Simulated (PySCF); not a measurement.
Structure elucidation problem

Molecular formula: C5H5F3O. Simulated spectra:

¹H NMR (400 MHz, computed): δ 6.54 (d, 1H), 5.02 (m, 1H), 4.73 (m, 1H), 4.64 (m, 1H), 3.81 (m, 1H).

¹³C{¹H} NMR (computed): δ 159.5, 135.7, 99.1, 71.6, 53.6.

Fast rotation and ring inversion assumed for equivalent nuclei, in vacuum, relativity neglected, one computed conformer. PBE0/pcSseg-1 with gauge-including orbitals; GFN2-xTB geometry; PySCF 2.14.0 with density-fitted response routines.

Referencing at the same level of theory: ¹H (31.72 ppm) and ¹³C (186.93 ppm) against TMS.

Task: Which of these isomers gave the spectra?
A. FC(F)(F)[C@H]1C=COC1
B. O=C(F)[C@@]1(F)CC[C@H]1F
C. C=C/C(=C\F)OC(F)F

Result: A. 

- The formula gives 2 degrees of unsaturation (1 ring in the answer).
- 5 carbon signals for 5 carbons: no two carbons are equivalent.
- Carbon types of the structure: 1 × C, 3 × CH, 1 × CH2, which accounts for all hydrogens.
- δC 159.5: alkene carbon bearing oxygen; an sp2 carbon further deshielded by the attached heteroatom.
- δC 135.7: CF3 carbon; 3 electronegative neighbours deshield it.
- δC 99.1: β carbon of an enol-ether or enamine type C=C; the O or N lone pair pushes π density onto this β carbon and shields it.
- δC 71.6: sp3 CH2 bonded to O; pulled downfield by the heteroatom.
- δH 4.73, 4.64: hydrogen on an sp3 CH2 bonded to O; its carbon carries O, which withdraws density.

The others: C=C/C(=C\F)OC(F)F has carbons computed at 149.7, 146.6, 130.3, 123.7, 121.9; O=C(F)[C@@]1(F)CC[C@H]1F has carbons computed at 170.2, 99.6, 96.2, 25.3, 22.7, with a different DEPT pattern.

Splittings by ¹⁹F in the carbon and heteronuclear signals aren't shown, as no couplings were computed. Shifts are as computed. Against solution values, carbons near 30 ppm lie about +3 ppm off and those near 130 ppm about +5 ppm. Of 1211 compounds with measured shifts, 218 miss one by over three times the rms of a fit or turn the order of signals round; such compounds aren't used in these exercises. Multiplicities follow the n + 1 count of equivalent neighbours, as no J values were calculated; m marks all less simple cases, F and P coupling included.
